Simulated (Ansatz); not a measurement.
Geometry optimisation, Ansatz 0.2.0, DFT PBE-D3(BJ), scalar-relativistic, plane waves, PAW.

Input:

```yaml
crystal:
  lattice:
    - [8.311659, 0.0, 0.0]
    - [0.0, 8.311659, 0.0]
    - [0.0, 0.0, 8.311659]
  atoms:
    - { symbol: C, position: [0.9917145, 0.0915286, 0.3707102] }
    - { symbol: C, position: [0.8916387, 0.1657931, 0.4946414] }
    - { symbol: "N", position: [0.8109143, 0.2256973, 0.5946084] }
    - { symbol: H, position: [1.0014375, 0.1712015, 0.2667601] }
    - { symbol: H, position: [1.1121268, 0.0683848, 0.4177547] }
    - { symbol: H, position: [0.9387403, -0.0222605, 0.3320616] }
    - { symbol: C, position: [0.4595876, 0.7735493, 0.2698756] }
    - { symbol: C, position: [0.4842584, 0.7016748, 0.428352] }
    - { symbol: "N", position: [0.5041586, 0.6436985, 0.5561841] }
    - { symbol: H, position: [0.4712959, 0.904153, 0.2771914] }
    - { symbol: H, position: [0.5488009, 0.7277024, 0.1850994] }
    - { symbol: H, position: [0.3396442, 0.7442095, 0.2251465] }
    - { symbol: C, position: [0.131941, 0.8757918, 0.6656437] }
    - { symbol: C, position: [0.2576787, 0.7909889, 0.754457] }
    - { symbol: "N", position: [0.3591028, 0.722584, 0.8260968] }
    - { symbol: H, position: [0.1857466, 0.9612349, 0.5816652] }
    - { symbol: H, position: [0.058865, 0.7901854, 0.5979724] }
    - { symbol: H, position: [0.0542641, 0.9413405, 0.7488159] }
    - { symbol: C, position: [0.4137748, 0.3660476, 0.8829184] }
    - { symbol: C, position: [0.4335295, 0.2121029, 0.8004556] }
    - { symbol: "N", position: [0.4494642, 0.0879261, 0.7339384] }
    - { symbol: H, position: [0.4411719, 0.3527031, 1.0106653] }
    - { symbol: H, position: [0.4947868, 0.455635, 0.8313521] }
    - { symbol: H, position: [0.2901342, 0.4085001, 0.870319] }
    - { symbol: C, position: [0.714352, 0.4143964, 0.0737641] }
    - { symbol: C, position: [0.8305823, 0.5272586, 0.1418961] }
    - { symbol: "N", position: [0.9243374, 0.6182969, 0.1968536] }
    - { symbol: H, position: [0.6496426, 0.4707239, -0.0256736] }
    - { symbol: H, position: [0.7761087, 0.3074966, 0.0289703] }
    - { symbol: H, position: [0.627688, 0.3779489, 0.165464] }
    - { symbol: C, position: [0.829258, 0.9556294, 1.0190965] }
    - { symbol: C, position: [0.7916319, 0.8504679, 0.8833958] }
    - { symbol: "N", position: [0.7612815, 0.7656413, 0.7739353] }
    - { symbol: H, position: [0.8470344, 1.0788232, 0.9772009] }
    - { symbol: H, position: [0.7307904, 0.9542276, 1.1059878] }
    - { symbol: H, position: [0.9389602, 0.9149197, 1.0787297] }
basis:
  ecutwfc: 420.0
kpoints:
  mp_grid: { grid: [1, 1, 1] }
hamiltonian:
  xc: pbe
  dispersion: d3bj
scf:
  occupations: { method: fermi_dirac, width: 0.05 }
  lower_state_search: "off"
relax:
  f_tol: 0.3
  max_steps: 15
  adjacent_minimum: "off"
```

Command:

```bash
$ ansatz run input.yaml --threads 1 --pin off --max-ram 3072MiB --backend cpu --events-out ev --progress --plain --runs-dir out
```

Task: Where does it end, and by what steps?

Result: It converged. The threshold is loose, so the end isn't yet a minimum. The force dipped under the threshold on the way, but the program's further checks kept it going. Limits of this set-up: coarse k mesh. After 13 steps the energy has fallen by 1.723 eV; N9 moved furthest, 1.70 Å.

```
step  energy less start (eV)  largest force component (eV/Å)  accepted
   0                  0.0000                           2.166       yes
   1                 -0.5127                           0.421       yes
   2                 -0.7572                           0.437       yes
   3                 -0.9438                           0.348       yes
   4                 -1.1139                           0.684       yes
   5                 -1.2343                           0.856       yes
   6                 -1.3528                           0.747       yes
   7                 -1.4534                           0.463       yes
   8                 -1.5342                           0.440       yes
   9                 -1.6010                           0.586       yes
  10                 -1.6504                           0.710       yes
  11                 -1.6910                           0.570       yes
  12                 -1.7232                           0.268       yes
  13                 -1.7232                           0.268       yes
```

```xyz
36
Lattice="8.3117 0.0000 0.0000 0.0000 8.3117 0.0000 0.0000 0.0000 8.3117" Properties=species:S:1:pos:R:3
C 8.451 1.139 3.477
C 8.044 1.575 4.800
N 7.741 1.912 5.870
H 8.042 1.816 2.716
H 9.548 1.155 3.417
H 8.095 0.117 3.284
C 3.825 6.586 2.462
C 3.545 5.318 3.113
N 3.301 4.299 3.623
H 3.580 7.419 3.143
H 4.901 6.644 2.211
H 3.234 6.640 1.528
C 1.162 6.494 5.582
C 1.716 6.079 6.855
N 2.164 5.758 7.880
H 1.782 7.311 5.172
H 1.152 5.647 4.869
H 0.122 6.849 5.722
C 3.537 2.747 6.495
C 3.405 1.660 5.542
N 3.281 0.787 4.781
H 3.911 2.366 7.455
H 4.222 3.513 6.104
H 2.560 3.218 6.664
C 6.374 3.886 0.952
C 7.037 4.975 1.652
N 7.541 5.866 2.204
H 5.756 4.305 0.145
H 7.116 3.216 0.493
H 5.734 3.328 1.650
C 6.506 8.206 8.196
C 6.087 7.075 7.389
N 5.776 6.156 6.748
H 6.837 9.029 7.543
H 5.672 8.546 8.827
H 7.331 7.891 8.850
```

Run time: 45 s on 1 thread of Intel(R) Xeon(R) Platinum 8488C (Sapphire Rapids), on a shared host, peak memory 0.58 GiB.
